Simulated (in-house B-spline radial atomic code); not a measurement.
# Ionising Se²⁺ with different functionals

Computed with a B-spline radial code for spherical atoms: scalar-relativistic (spin-free X2C) Hamiltonian, Fermi nucleus of rms radius 4.14 fm, spin-polarised at highest spin, spherical fractional occupations for the functionals, the average over the highest-spin determinants for Hartree-Fock. The ionisation energy is the difference of two self-consistent energies, [Ar] 3d10 4s2 4p2 → [Ar] 3d10 4s2 4p1, without Breit or QED terms; ε is the level of the shell that loses the electron (its least bound occupied spin orbital). There is no spin-orbit coupling in this Hamiltonian.

Hybrids are left out here: with spherical fractional occupations of an open shell their exact exchange keeps a self-interaction that integer-occupation calculations don't have.

```csv
method,rung,ΔSCF (eV),-ε(4p) (eV)
Hartree-Fock,Hartree-Fock,31.00,31.34
LDA VWN5,LDA,31.80,26.46
LDA PW92,LDA,31.79,26.45
LDA exchange-only,LDA,30.69,25.41
PBE,GGA,31.64,26.36
PBEsol,GGA,31.67,26.38
BLYP,GGA,31.47,26.11
RPBE,GGA,31.60,26.34
PW91,GGA,31.73,26.43
BP86,GGA,31.76,26.44
AM05,GGA,31.64,26.34
OLYP,GGA,31.59,26.31
TPSS,meta-GGA,31.73,26.49
SCAN,meta-GGA,31.97,26.79
r2SCAN,meta-GGA,31.97,26.79
revTPSS,meta-GGA,31.74,26.51
```

**Question.** How do they compare with the NIST value?

**Answer.** NIST lists 31.70 eV ± 0.019 (measured, ground level to ground level). Errors run from -1.01 to +0.28 eV; PBEsol is closest (-0.02 eV), though others lie within the uncertainty of it, and part of that can be cancellation, since the calculations leave out spin-orbit coupling, Breit-QED terms, multiplet and fine-structure energies. Hartree-Fock also lacks correlation.
